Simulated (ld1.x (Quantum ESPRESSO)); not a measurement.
**An odd input for ld1.x (Quantum ESPRESSO) 7.5 (vanadium)**

Command:

```bash
ld1.x < V.in > V.out
```

Input:

```
&input
   title='V', zed=23., rel=1, dft='BLYP', iswitch=3, tr2=1e-4,
   config='[Ar] 3d3 4s2 4p0',
   nld=3, rlderiv=1.90, eminld=-7.0, emaxld=5.0, deld=0.02
 /
 &inputp
   pseudotype=2, tm=.true., lloc=2,
   nlcc=.true., new_core_ps=.true.,
   file_pseudopw='V.UPF', file_wfcaegen='ae.wfc', file_wfcncgen='nc.wfc', file_beta='beta', file_chi='chi'
 /
3
3S  1  0   2.00   0.00  1.65  1.65  0.0
3P  2  1   6.00   0.00  1.15  1.15  0.0
3D  3  2   3.00   0.00  1.75  1.75  0.0
 &test
   configts(1)='3s2 3p6 3d3 4s2 4p0'
 /
```

Output (end):

```
      Core charge pseudized with two Bessel functions
      Integrated core pseudo-charge :   8.39

      Wfc   3S  rcut= 1.632  Using Troullier-Martins method

      Wfc   3P  rcut= 1.150  Using Troullier-Martins method

     ------------------- End of pseudopotential generation -------------------

     Computing logarithmic derivative in   1.90747
     Computing logarithmic derivative in   1.90747
     Computing the partial wave expansion
     R is outside the sphere for l=    0 j= 0.00
     R is outside the sphere for l=    1 j= 0.00
       no projector for channel:   2

     ---------------------- Testing the pseudopotential ----------------------

     V
     scalar relativistic calculation

     atomic number is 23.00   valence charge is 13.00
     dft =BLYP   lsd =0 sic =0 latt =0  beta=0.20 tr2=1.0E-04
     mesh =1181 r(mesh) = 100.93793 xmin = -7.00 dx = 0.01250

     n l     nl             e AE (Ry)        e PS (Ry)    De AE-PS (Ry)
     1 0     3S   1( 2.00)       -5.14172       -5.13907       -0.00265
     2 1     3P   1( 6.00)       -3.22187       -3.21900       -0.00287
     3 2     3D   1( 3.00)       -0.37191       -0.36906       -0.00285
     2 0     4S   1( 2.00)       -0.33712       -0.37681        0.03969  !
     3 1     4P   1( 0.00)       -0.09821       -0.09164       -0.00657  !

     eps = 6.1E-06  iter =  5

     Etot =   -1898.638287 Ry,    -949.319144 Ha,  -25832.289886 eV
     Etotps =  -172.423583 Ry,     -86.211792 Ha,   -2345.942363 eV

     Ekin =      61.539125 Ry,      30.769562 Ha,     837.282449 eV
     Encl =    -338.070982 Ry,    -169.035491 Ha,   -4599.690041 eV
     Ehrt =     118.060093 Ry,      59.030046 Ha,    1606.289393 eV
     Ecxc =     -46.282956 Ry,     -23.141478 Ha,    -629.711694 eV
     (Ecc =     -27.078947 Ry,     -13.539474 Ha,    -368.427844 eV)
     Epseu=      32.331137 Ry,      16.165569 Ha,     439.887531 eV

     ---------------------- End of pseudopotential test ----------------------
```

Problem. This input was made by a single change from one that runs to its end. What was changed?

Solution. The change: threshold tr2=1e-4. A file is written, but the pseudo-atom does not reach self-consistency.
